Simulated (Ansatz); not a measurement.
Stepwise reaction of `[NH2][Ga]([NH2])[OH]` with water, as a gas-phase model of exchange steps in deposition or etching. ΔE in kJ/mol; ΔG adds harmonic PBE0-D4 terms to CCSD(T)/CBS, at 1 bar.

Isolated molecules relaxed with PBE0-D4/def2-TZVP in Ansatz; ΔE leaves out vibrations. CCSD(T)/CBS is the MP2 limit (def2-TZVPP, def2-QZVPP) plus CCSD(T) − MP2 in def2-TZVPP, frozen cores. This one scheme is used for every species. Functionals use def2-TZVPP. B3LYP here is the variant with VWN-RPA as its local correlation; programs differ in this. For Ga outer-core shells are correlated without core-valence functions, which leaves a few kJ/mol of doubt a bond. Scalar relativity is left out up to krypton. One conformer a species, not always the lowest.

```tsv
step	reaction	PBE-D4	B3LYP-D4	ωB97M-V	CCSD(T)/CBS	ΔG(600 K)
1	`[NH2][Ga]([NH2])[OH]` + H₂O → `[NH2][Ga]([OH])[OH]` + NH₃	-25.8	-26.3	-25.3	-20.2	-14.4
2	`[NH2][Ga]([OH])[OH]` + H₂O → `[OH][Ga]([OH])[OH]` + NH₃	-23.6	-23.7	-22.7	-17.5	-5.7
```

Question: By hand: ΔE of the 2 steps together at CCSD(T)/CBS.

Answer: (-20.2) + (-17.5) = -37.7 kJ/mol, or -18.9 kJ/mol a step.

In ΔE the steps differ by no more than 2.7 kJ/mol. All are downhill at CCSD(T)/CBS. ΔG lies between -14.4 and -5.7 kJ/mol a step. PBE-D4 differs from CCSD(T)/CBS by -6.1 to -5.6 kJ/mol a step. Isolated molecules leave out the surface, adducts and barriers. Largest T1 diagnostic: 0.014.
